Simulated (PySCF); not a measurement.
Several orderings of computed values.

Each SMILES stands for a single optimised conformer of the isolated species, non-relativistic unless stated; the electronic structure was computed with PySCF and density fitting.

The conformers computed, where there is a choice (atom-mapped SMILES and torsion angles):
- `[CH3:1][O:2][C:3](=[O:4])[O:5][SiH2:6][C@@H:7]([CH3:8])[F:9]`: C1–O2–C3–O4 0°, O2–C3–O5–Si6 179°, C3–O5–Si6–C7 179°, O5–Si6–C7–C8 63°
- `[CH3:1][SiH2:2][c:3]1[cH:4][cH:5][c:6]([N:7]([CH3:8])[CH3:9])[o:10]1`: C1–Si2–C3–C4 5°, C5–C6–N7–C8 166°
- `[CH3:1][O:2][SiH2:3][O:4][C@@H:5]1[CH2:6][C@@H:7]([F:8])[O:9]1`: C1–O2–Si3–O4 -176°, O2–Si3–O4–C5 -174°, Si3–O4–C5–C6 87°
- `[CH3:1][O:2][Si@H:3]([F:4])[O:5][CH2:6][C:7]([CH3:8])=[O:9]`: C1–O2–Si3–F4 176°, O2–Si3–O5–C6 -176°, Si3–O5–C6–C7 70°, O5–C6–C7–C8 171°
- `[CH3:1][O:2][Si:3]([OH:4])(/[CH:5]=[CH:6]/[F:7])[O:8][CH3:9]`: C1–O2–Si3–O4 54°, O2–Si3–C5–C6 117°, O2–Si3–O8–C9 57°, H–O4–Si3–O2 144°

The conformers of `CO[Si@@H](O)CO/C=C/F`, `C[C@@]1(OCF)CO[SiH2]O1`, `F[Si@@H]1O[SiH2][C@H](C[SiH3])O1`, `C=N[SiH2][C@H](C)CC(=O)OC`, `C=C([SiH2]N)C(=O)CC1CC1` and `N#CC[C@H]1CC[SiH2]CCO1` aren't listed.

(1) Rank by HOMO energy, highest first (PBE0/pcSseg-1 at GFN2-xTB geometries).
A. `C[SiH2]C1=CC=C(N(C)C)O1`
B. `C1(CC1)CC(C(=C)[SiH2]N)=O`
C. `C=N[SiH2][C@H](C)CC(=O)OC`
D. `O([Si@H](CO/C=C/F)O)C`
E. `C[C@@]1(OCF)CO[SiH2]O1`
F. `F[Si@@H]1O[SiH2][C@H](C[SiH3])O1`
G. `COC(=O)O[SiH2][C@@H](C)F`

(2) Rank by HOMO–LUMO gap, lowest first (PBE0/pcSseg-1 at GFN2-xTB geometries).
A. `C[SiH2]c1ccc(N(C)C)o1`
B. `CO[Si@@H](O)CO/C=C/F`
C. `C=C([SiH2]N)C(=O)CC1CC1`
D. `C=N[SiH2][C@H](C)CC(=O)OC`
E. `N#CC[C@H]1CC[SiH2]CCO1`
F. `CO[SiH2]O[C@@H]1C[C@@H](F)O1`

(3) Give the two extremes of that set in kcal/mol.

(4) Rank by dipole moment, highest first (PBE0/pcSseg-1 at GFN2-xTB geometries).
A. `CO[Si](O)(/C=C/F)OC`
B. `C[SiH2]c1ccc(N(C)C)o1`
C. `CO[SiH2]O[C@@H]1C[C@@H](F)O1`
D. `COC(=O)O[SiH2][C@@H](C)F`
E. `CO[Si@H](F)OCC(C)=O`

(5) Give the two extremes of that set in atomic units.

(6) Rank by smallest rotational constant, lowest first (GFN2-xTB).
A. `CO[SiH2]O[C@@H]1C[C@@H](F)O1`
B. `CO[Si](O)(/C=C/F)OC`
C. `CO[Si@H](F)OCC(C)=O`
D. `C[SiH2]c1ccc(N(C)C)o1`

(7) By how much do the two ends of that ranking differ?

Results:

(1) A (-5.28 eV), D (-6.67 eV), C (-6.82 eV), B (-7.20 eV), F (-8.03 eV), E (-8.27 eV), G (-8.42 eV).

(2) C (5.53 eV), A (5.68 eV), D (6.11 eV), B (7.58 eV), E (8.55 eV), F (8.84 eV).

(3) `C=C([SiH2]N)C(=O)CC1CC1`: 127 kcal/mol; `CO[SiH2]O[C@@H]1C[C@@H](F)O1`: 204 kcal/mol.

(4) E (3.72 D), D (2.66 D), C (2.29 D), B (1.90 D), A (0.75 D).

(5) `CO[Si](O)(/C=C/F)OC`: 0.30 au; `CO[Si@H](F)OCC(C)=O`: 1.46 au.

(6) D (0.482 GHz), A (0.582 GHz), C (0.647 GHz), B (0.728 GHz).

(7) By 0.246 GHz, between `CO[Si](O)(/C=C/F)OC` and `C[SiH2]c1ccc(N(C)C)o1`.
